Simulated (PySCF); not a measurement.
Vertical excitation energies

Compound: cis-Hf(H2O)2Br4 (singlet state).
Bonds: Hf1–O2, Hf1–Br5, Hf1–O6, Hf1–Br9, Hf1–Br10, Hf1–Br11. Hydrogens: H3, H4 on O2; H7, H8 on O6.

Computed with TDDFT B3LYP/def2-SVPD, vertical, gas phase, core orbitals frozen in the response, def2 core potentials past Kr in PySCF 2.14.0, density-fitted response routines. Isolated species at its PBE0-D3(BJ)/def2-SVP geometry, gas phase. Spin–orbit coupling is left out.

Problem. Predict the UV-vis stick spectrum at this level.

Solution. 

```
state  λ (nm)  E (eV)       f  main configurations (H = HOMO, L = LUMO)
   S1   272.0    4.56  0.0035                               H-1→L (90%)
   S2   270.6    4.58  0.0036                               H-2→L (93%)
   S3   267.5    4.63  0.0092              H→L (72%), H-1→L+1/L+2 (25%)
   S4   265.4    4.67  0.0000                          H→L+1/L+2 (≥96%)
   S5   262.8    4.72  0.0002      H→L+1/L+2 (≥77%), H-2→L+1/L+2 (≥15%)
   S6   262.0    4.73  0.0014                        H-1→L+1/L+2 (≥95%)
   S7   259.7    4.77  0.0000                        H-2→L+1/L+2 (≥95%)
   S8   253.4    4.89  0.0000                               H-3→L (99%)
   S9   251.4    4.93   0.053             H-1→L+1/L+2 (≥68%), H→L (20%)
  S10   244.3    5.08  0.0020            H-4→L (60%), H-3→L+1/L+2 (39%)
```

Triplets (Tamm–Dancoff): T1 4.32 eV, H→L (86%), H-1→L+1/L+2 (≥8%); T2 4.36 eV, H-1→L (74%), H→L+1/L+2 (≥13%); T3 4.49 eV, H-2→L (94%); T4 4.54 eV, H-2→L+1/L+2 (≥88%).

The lowest singlet lies at 4.56 eV (272 nm, ultraviolet) and is very weak; its leading configuration is HOMO-1→LUMO (90%). The strongest level in the table is S9 at 4.93 eV (251 nm, f = 0.053). For S1 the Löwdin share of hafnium is at most 5% in HOMO-1 and 68% in LUMO (ligand-to-metal charge transfer by this measure); for S9 the Löwdin share of hafnium is at most 5% in HOMO-1 and 67% in LUMO+2 (ligand-to-metal charge transfer by this measure). Of the 10 states listed, 1 reaches f = 0.01 and 4 stay under 0.0005. Orbital energies (eV): HOMO-3 -8.15, HOMO-2 -7.82, HOMO-1 -7.76, HOMO -7.73, LUMO -2.21, LUMO+1 -2.02, LUMO+2 -2.01. Weighted by f, the mean energy of these states is 4.86 eV. No computed singlet lies in the visible range (380 to 750 nm); the lowest, at 272 nm, stands 1.30 eV above its violet end (3.26 eV). All these states lie below the vertical ionisation energy of 9.48 eV (ΔSCF). Orbitals of the list HOMO-3 to LUMO+2 that lie within 0.01 eV of each other are written together with a slash and their weights summed (≥ marks a lower bound); for degenerate orbitals outside that list single weights are arbitrary. Singlets were solved by full linear response, triplets in the Tamm–Dancoff approximation.

Time: 18 min of wall time (grids of density and orbitals included); peak memory 1.6 GiB. Hardware: AMD EPYC, one thread, no GPU, shared host.
